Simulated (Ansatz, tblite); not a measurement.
Cost and result up the ladder for (BeTe)4 cube (Be₄Te₄) (8 atoms). The state is a singlet with charge 0. Geometry: PBE-D4/def2-SVP.

```csv
atom,x (Å),y (Å),z (Å)
Be1,-1.2206,0.6440,-0.6287
Te2,-1.8189,-1.6291,-0.1031
Be3,-0.3405,-0.4668,1.4021
Te4,-0.6969,1.9147,1.3496
Be5,1.1287,1.0108,0.0640
Te6,0.5488,0.7525,-2.2597
Be7,0.4324,-1.1880,-0.8375
Te8,1.9670,-1.0381,1.0132
```

Ansatz on 4 threads of Arm Neoverse V2 on a shared host; xTB runs through tblite on one thread. Times are rough, summed over both states, and most runs start from the orbitals of an earlier one. PBE0-D4/def2-TZVP serves as the yardstick here, not as an exact answer. The other state is a triplet.

In the def2 sets Te takes a core potential; there is no spin–orbit coupling. The xTB rows come from tblite. HOMO above LUMO, or a gap near zero within one spin, warns that the state may not be the lowest or that an electron is smeared out.

xTB has no spin-polarisation term.

```json
{"level": "GFN1-xTB", "functions": "52", "wall time": "0.013 s", "vertical triplet (eV)": "1.93", "difference from PBE0-D4/def2-TZVP (eV)": "-0.17", "remarks": "–"}
{"level": "GFN2-xTB", "functions": "52", "wall time": "0.035 s", "vertical triplet (eV)": "2.58", "difference from PBE0-D4/def2-TZVP (eV)": "0.48", "remarks": "–"}
{"level": "PBE-D4/def2-TZVP", "functions": "276", "wall time": "34 s", "vertical triplet (eV)": "1.75", "difference from PBE0-D4/def2-TZVP (eV)": "-0.35", "remarks": "gap within one spin near zero (triplet)"}
{"level": "PBE0-D4/def2-TZVP (with forces)", "functions": "276", "wall time": "73 s", "vertical triplet (eV)": "2.10", "difference from PBE0-D4/def2-TZVP (eV)": "0.00", "remarks": "–"}
```
